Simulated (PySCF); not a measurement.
BF₃, SMILES F[B-](F)F, charge -1, multiplicity 2. Atoms are numbered in the order given.

```xyz
4

B      0.0000     0.0000    -0.3728
F      1.1574     0.6682     0.0690
F     -1.1574     0.6682     0.0690
F      0.0000    -1.3365     0.0690
```
Charge -1, spin multiplicity 2.

The structure is a stationary point at B3LYP-D3(BJ)/def2-SVPD.

The numbers are results of PBE/pcH-1 in PySCF, not measurements.

Unrestricted Kohn–Sham, ⟨S²⟩ = 0.751. Hyperfine tensors hold the contact and dipolar terms, without spin-orbit corrections.

Computed hyperfine couplings:
```tsv
nucleus	A(iso) (MHz)	A(iso) (G)	dipolar principal values (MHz)
11B no. 1	466.8	166.6	-30.7, -30.7, 61.4
19F no. 2	497.4	177.5	-132.8, -123.2, 255.9
19F no. 3	497.4	177.5	-132.8, -123.2, 255.9
19F no. 4	497.5	177.5	-132.8, -123.2, 255.9
```

Problem. And the g tensor (effective nuclear charges for spin-orbit coupling, GIAO)? (Estimate from the structure and the level; the computed values follow.)

Solution. principal values 2.0017, 2.0020, 2.0020; isotropic 2.0019.
